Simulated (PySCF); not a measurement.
C2H7FOSi. Atoms are numbered in the order given.

```xyz
12

Si    -0.4438     0.3701     0.2407
O     -1.2018    -1.0251     0.7643
F     -1.4060     1.1618    -0.8315
C      1.1817     0.0194    -0.6305
C      2.1839    -0.7658     0.2285
H     -0.3107     1.2192     1.4627
H     -1.3038    -1.7223     0.0932
H      0.9509    -0.5272    -1.5725
H      1.6103     0.9931    -0.9555
H      2.4562    -0.2084     1.1487
H      3.1249    -0.9754    -0.3197
H      1.7606    -1.7378     0.5549
```

Geometry: PBE-D3(BJ)/def2-SVP. Other conformers were not sampled.

These are PySCF with TDA-PBE/def2-SVPD values and carry that method's errors.

Vertical excitations. Isolated molecule, no solvent.

```tsv
state	energy (eV)	λ (nm)	f	main pairs
S1	6.63	187	0.009	HOMO→LUMO 99 %
S2	7.21	172	0.001	HOMO→LUMO+1 99 %
S3	7.53	165	0.023	HOMO→LUMO+2 91 %
S4	7.55	164	0.028	HOMO−1→LUMO 90 %
S5	7.95	156	0.008	HOMO−2→LUMO 96 %
S6	8.15	152	0.069	HOMO→LUMO+3 86 %
S7	8.17	152	0.007	HOMO−1→LUMO+1 70 %, HOMO−3→LUMO 13 %
S8	8.33	149	0.015	HOMO−3→LUMO 60 %, HOMO−1→LUMO+2 31 %
S9	8.39	148	0.020	HOMO−1→LUMO+2 58 %, HOMO−3→LUMO 17 %, HOMO−1→LUMO+1 10 %
S10	8.48	146	0.006	HOMO→LUMO+4 48 %, HOMO−2→LUMO+1 47 %
T1	6.46	192	0	HOMO→LUMO 99 %
T2	6.94	179	0	HOMO→LUMO+1 99 %
T3	7.22	172	0	HOMO−1→LUMO 97 %
T4	7.29	170	0	HOMO→LUMO+2 97 %
```
Triplets are in the Tamm–Dancoff approximation.
